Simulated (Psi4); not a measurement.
OSe (SMILES O=[Se]), triplet, at a GFN2-xTB geometry; HSE06/3-21G (Psi4).

Here is a job for Psi4.
```
memory 2 GB

molecule {
0 3
  O    -0.00000000   -0.00000000   -1.29850896
  Se    0.00000000    0.00000000    0.30553152
}

set basis 3-21g
set reference uks

energy('hse06')
print_variables()
```

It wrote (shortened):

```
   => Loading Basis Set <=

    Name: 3-21G
    Role: ORBITAL
    Keyword: BASIS

         ---------------------------------------------------------
                                   SCF
               by Justin Turney, Rob Parrish, Andy Simmonett
                          and Daniel G. A. Smith
                              UKS Reference
         ---------------------------------------------------------

  ==> Geometry <==

    Molecular point group: c2v
    Full point group: C_inf_v

    Geometry (in Angstrom), charge = 0, multiplicity = 3:

       Center              X                  Y                   Z               Mass
    ------------   -----------------  -----------------  -----------------  -----------------
         O            0.000000000000     0.000000000000    -1.336538589905    15.994914619570
         SE           0.000000000000     0.000000000000     0.267501890095    79.916521800000

  Running in c2v symmetry.

  Rotational constants: A = ************  B =      0.49161  C =      0.49161 [cm^-1]
  Rotational constants: A = ************  B =  14737.99641  C =  14737.99641 [MHz]
  Nuclear repulsion =   89.733521751421137

  Charge       = 0
  Multiplicity = 3
  Electrons    = 42
  Nalpha       = 22
  Nbeta        = 20

  ==> Algorithm <==

  SCF Algorithm Type is DF.
  DIIS enabled.
  MOM disabled.
  Fractional occupation disabled.
  Guess Type is SAD.
  Energy threshold   = 1.00e-06
  Density threshold  = 1.00e-06
  Integral threshold = 1.00e-12

  ==> Primary Basis <==

  Basis Set: 3-21G
    Blend: 3-21G
    Number of shells: 15
    Number of basis functions: 32
    Number of Cartesian functions: 32
    Spherical Harmonics?: false
    Max angular momentum: 2

  ==> DFT Potential <==

   => LibXC <=

    Version 7.1.2
    S. Lehtola, C. Steigemann, M. J. T. Oliveira, and M. A. L. Marques,  SoftwareX 7, 1–5 (2018) (10.1016/j.softx.2017.11.002)

   => Composite Functional: HSE06 <=

    HSE06 Hyb-GGA Exchange-Correlation Functional

    J. Heyd, G. E. Scuseria, and M. Ernzerhof,  J. Chem. Phys. 118, 8207 (2003) (10.1063/1.1564060)
    J. Heyd, G. E. Scuseria, and M. Ernzerhof,  J. Chem. Phys. 124, 219906 (2006) (10.1063/1.2204597)
    A. V. Krukau, O. A. Vydrov, A. F. Izmaylov, and G. E. Scuseria,  J. Chem. Phys. 125, 224106 (2006) (10.1063/1.2404663)

    Deriv               =              1
    GGA                 =           TRUE
    Meta                =          FALSE

    Exchange Hybrid     =           TRUE
    MP2 Hybrid          =          FALSE

   => Exchange Functionals <=

    1.0000   short-range part of the PBE (default w=0 gives PBEh) [omega = 0.1100]
    -0.2500   short-range part of the PBE (default w=0 gives PBEh) [omega = 0.1100]

   => Exact (HF) Exchange <=

    -0.2500            HF,LR [omega = 0.1100]
    0.2500               HF

   => Correlation Functionals <=

    1.0000   Perdew, Burke & Ernzerhof

   => LibXC Density Thresholds  <==

    XC_HYB_GGA_XC_HSE06:  1.00E-15

   => Molecular Quadrature <=

    Radial Scheme          =       TREUTLER
    Pruning Scheme         =           NONE
    Nuclear Scheme         =       TREUTLER

    Blocking Scheme        =         OCTREE
    BS radius alpha        =              1
    Pruning alpha          =              1
    Radial Points          =             75
    Spherical Points       =            302
    Total Points           =          41439
    Total Blocks           =            375
    Max Points             =            256
    Max Functions          =             32
    Weights Tolerance      =       1.00E-15

   => Loading Basis Set <=

    Name: (3-21G AUX)
    Role: JKFIT
    Keyword: DF_BASIS_SCF

  ==> Integral Setup <==

  SCF_SUBTYPE=INCORE selected. In-core MEM_DF algorithm will be used.
  Using in-core AOs.

  ==> MemDFJK: Density-Fitted J/K Matrices <==

    J tasked:                   Yes
    K tasked:                   Yes
    wK tasked:                  Yes
    Omega:                1.100E-01
    Algorithm:                 Core
    Schwarz Cutoff:           1E-12
    Mask sparsity (%):       0.9766
    Fitting Condition:        1E-10

   => Auxiliary Basis Set <=

  Basis Set: (3-21G AUX)
    Blend: DEF2-UNIVERSAL-JKFIT
    Number of shells: 85
    Number of basis functions: 464
    Number of Cartesian functions: 464
    Spherical Harmonics?: false
    Max angular momentum: 5

  Minimum eigenvalue in the overlap matrix is 6.6681677199E-03.
  Reciprocal condition number of the overlap matrix is 1.9511914569E-03.
    Using symmetric orthogonalization.

  ==> Pre-Iterations <==

  SCF Guess: Superposition of Atomic Densities via on-the-fly atomic UHF (no occupation information).

   -------------------------
    Irrep   Nso     Nmo
   -------------------------
     A1        17      17
     A2         1       1
     B1         7       7
     B2         7       7
   -------------------------
    Total      32      32
   -------------------------

  ==> Iterations <==

                           Total Energy        Delta E     RMS |[F,P]|

   @DF-UKS iter SAD: -2462.06195805331799   -2.46206e+03   0.00000e+00
   @DF-UKS iter   1: -2464.43792287610268   -2.37596e+00   3.08154e-02 ADIIS/DIIS
   @DF-UKS iter   2: -2464.53857909162934   -1.00656e-01   1.05777e-02 ADIIS/DIIS
   @DF-UKS iter   3: -2464.55471088677814   -1.61318e-02   4.07411e-03 ADIIS/DIIS
   @DF-UKS iter   4: -2464.55379343268487    9.17454e-04   4.39664e-03 ADIIS/DIIS
   @DF-UKS iter   5: -2464.55723337613836   -3.43994e-03   1.73081e-04 ADIIS/DIIS
   @DF-UKS iter   6: -2464.55724229087127   -8.91473e-06   9.79999e-05 DIIS
   @DF-UKS iter   7: -2464.55724415143050   -1.86056e-06   1.25978e-05 DIIS
   @DF-UKS iter   8: -2464.55724419323042   -4.17999e-08   1.37766e-06 DIIS
   @DF-UKS iter   9: -2464.55724419420676   -9.76343e-10   1.03816e-07 DIIS
  Energy and wave function converged.

  ==> Post-Iterations <==

   Electrons on quadrature grid:
      Nalpha   =   21.9999921785 ; deviation = -7.821e-06
      Nbeta    =   19.9999956215 ; deviation = -4.379e-06
      Ntotal   =   41.9999878000 ; deviation = -1.220e-05

   @Spin Contamination Metric:   2.891126025E-03
   @S^2 Expected:                2.000000000E+00
   @S^2 Observed:                2.002891126E+00
   @S   Expected:                1.000000000E+00
   @S   Observed:                1.000000000E+00

    Orbital Energies [Eh]
    ---------------------

    Alpha Occupied:

       1A1  -451.386900     2A1   -57.967982     3A1   -51.846405
       1B1   -51.845198     1B2   -51.845198     4A1   -19.160541
       5A1    -7.871489     6A1    -5.765230     2B2    -5.757846
       2B1    -5.757846     7A1    -2.068447     3B2    -2.058015
       3B1    -2.058015     1A2    -2.050941     8A1    -2.050940
       9A1    -1.076583    10A1    -0.652704     4B2    -0.423296
       4B1    -0.423296    11A1    -0.402281     5B1    -0.233711
       5B2    -0.233711

    Alpha Virtual:

      12A1     0.014675    13A1     0.410164     6B2     0.469487
       6B1     0.469487    14A1     0.513968     7B1     1.396963
       7B2     1.396963    15A1     1.539731    16A1     2.526538
      17A1    16.680003

    Beta Occupied:

       1A1  -451.384471     2A1   -57.966406     3A1   -51.845481
       1B1   -51.841582     1B2   -51.841582     4A1   -19.133590
       5A1    -7.867132     6A1    -5.763453     2B2    -5.750907
       2B1    -5.750907     7A1    -2.065749     3B2    -2.054740
       3B1    -2.054740     1A2    -2.045384     8A1    -2.045383
       9A1    -1.019141    10A1    -0.596109    11A1    -0.372248
       4B2    -0.335477     4B1    -0.335477

    Beta Virtual:

       5B2    -0.111735     5B1    -0.111735    12A1     0.042218
      13A1     0.430842     6B1     0.497226     6B2     0.497226
      14A1     0.525166     7B2     1.465443     7B1     1.465443
      15A1     1.559689    16A1     2.577851    17A1    16.701482

    Final Occupation by Irrep:
             A1    A2    B1    B2
    DOCC [    11,    1,    4,    4 ]
    SOCC [     0,    0,    1,    1 ]
    NA   [    11,    1,    5,    5 ]
    NB   [    11,    1,    4,    4 ]

  @DF-UKS Final Energy: -2464.55724419420676

   => Energetics <=

    Nuclear Repulsion Energy =             89.7335217514211365
    One-Electron Energy =               -3612.4656926307907270
    Two-Electron Energy =                1130.7223359090346548
    DFT Exchange-Correlation Energy =     -72.5474092238717105
    Empirical Dispersion Energy =           0.0000000000000000
    VV10 Nonlocal Energy =                  0.0000000000000000
    Total Energy =                      -2464.5572441942067599

  UHF NO Occupations:
  HONO-2 :   11 A1 1.9994464
  HONO-1 :    5 B1 1.0000000
  HONO-0 :    5 B2 1.0000000
  LUNO+0 :   12 A1 0.0005536
  LUNO+1 :    6 B1 0.0004108
  LUNO+2 :    6 B2 0.0004108
  LUNO+3 :   13 A1 0.0000400

Computation Completed

Properties will be evaluated at   0.000000,   0.000000,   0.000000 [a0]

Properties computed using the SCF density matrix

 Multipole Moments:

 ------------------------------------------------------------------------------------
     Multipole            Electronic (a.u.)      Nuclear  (a.u.)        Total (a.u.)
 ------------------------------------------------------------------------------------

 L = 1.  Multiply by 2.5417464519 to convert [e a0] to [Debye]
 Dipole X            :          0.0000000            0.0000000            0.0000000
 Dipole Y            :          0.0000000            0.0000000            0.0000000
 Dipole Z            :          3.7205123           -3.0183546            0.7021577
 Magnitude           :                                                    0.7021577

 ------------------------------------------------------------------------------------

  Variable Map:
  ----------------------------------------------------------------------------
  "CURRENT ENERGY"              =>   -2464.557244194207
  "CURRENT REFERENCE ENERGY"    =>   -2464.557244194207
  "DD SOLVATION ENERGY"         =>       0.000000000000
  "DFT FUNCTIONAL TOTAL ENERGY" =>   -2464.557244194207
  "DFT TOTAL ENERGY"            =>   -2464.557244194207
  "DFT VV10 ENERGY"             =>       0.000000000000
  "DFT XC ENERGY"               =>     -72.547409223872
  "GRID ELECTRONS ALPHA"        =>      21.999992178537
  "GRID ELECTRONS BETA"         =>      19.999995621478
  "GRID ELECTRONS TOTAL"        =>      41.999987800014
  "NUCLEAR REPULSION ENERGY"    =>      89.733521751421
  "ONE-ELECTRON ENERGY"         =>   -3612.465692630791
  "PCM POLARIZATION ENERGY"     =>       0.000000000000
  "PE ENERGY"                   =>       0.000000000000
  "SCF ITERATION ENERGY"        =>   -2464.557244194207
  "SCF ITERATIONS"              =>       9.000000000000
  "SCF TOTAL ENERGY"            =>   -2464.557244194207
  "TWO-ELECTRON ENERGY"         =>    1130.722335909035
  "XC GRID RADIAL POINTS"       =>      75.000000000000
  "XC GRID SPHERICAL POINTS"    =>     302.000000000000
  "XC GRID TOTAL POINTS"        =>   41439.000000000000

  Array Variable Map:
  ----------------------------------------------------------------------------
  "CURRENT DIPOLE"              =>       0.000000000000 ... 0.702157714586 1 by 3
  "SCF DIPOLE"                  =>       0.000000000000 ... 0.702157714586 1 by 3
  "SCF TOTAL ENERGIES"          =>   -2462.061958053318 ... -2464.557244194207 1 by 10
```
